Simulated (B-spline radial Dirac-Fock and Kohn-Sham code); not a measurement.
# Total and shell-resolved photoionisation of Co⁹⁺

System: Co⁹⁺, configuration 1s2 2s2 2p6 3s2 3p6.

Input file task.json (cfg lists n, l and occupation; rrms is the nuclear radius in fm):

```json
{"items": [{
  "Z": 27,
  "q": 9,
  "cfg": [[1, 0, 2], [2, 0, 2], [2, 1, 6], [3, 0, 2], [3, 1, 6]],
  "A": 59,
  "rrms": 3.7875,
  "do": ["binding", "quiet", "photo"],
  "hv": [482.0, 616.0, 800, 889.0, 1030.0, 1310.0, 1486.9, 2560.0, 2984.4, 3020.0, 5870.0, 8047.8, 15000, 30000, 100000, 150000]
}]}
```

Command: `python xray_run.py task.json out`

Calculated with a radial B-spline solver, using Dirac-Hartree-Slater photoionisation with all multipoles and Dirac-Fock thresholds.

Computed thresholds (eV): K 7960.1, L1 1185.0, L2 1050.6, L3 1036.1, M1 322.2, M2 276.2, M3 273.8.

```
photon energy (eV)  total (b)  K (%)  L (%)  M (%)
               482     552700      –      –  100.0
               616     339200      –      –  100.0
               800     196100      –      –  100.0
               889     156400      –      –  100.0
              1030     113400      –      –  100.0
              1310     527000      –   87.4   12.6
            1486.9     385100      –   87.1   12.9
              2560      94470      –   86.4   13.6
            2984.4      62760      –   86.1   13.9
              3020      60800      –   86.1   13.9
              5870       9855      –   85.4   14.6
            8047.8      32210   87.3   10.8    1.9
             15000       6059   88.7    9.6    1.7
             30000      842.5   89.3    9.0    1.6
            100000      22.44   89.6    8.8    1.6
            150000      6.454   89.7    8.8    1.6
```

Task: With what power of the photon energy does the total fall between 100000 and 150000 eV?

Result: As E^-3.07. The non-relativistic Born limit for an s electron far above threshold is E^-3.5; near threshold and at relativistic energies the fall is slower.
